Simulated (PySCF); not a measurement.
ScF₃, SMILES [F][Sc]([F])[F]. Coordinates come from a B3LYP-D3(BJ)/def2-SVP optimisation. The isomer is the one that the SMILES or the coordinates give; other isomers of the formula were not compared.

Give the equilibrium geometry at B3LYP-D3(BJ)/def2-SVP (PySCF confirms it by a frequency run) as a Z-matrix, and its point group. (An estimate is asked for; the answer gives what the named calculation found.)

point group D3h.
```
Sc
F 1 1.8285
F 1 1.8285 2 120.00
F 1 1.8285 2 120.00 3 180.00
```
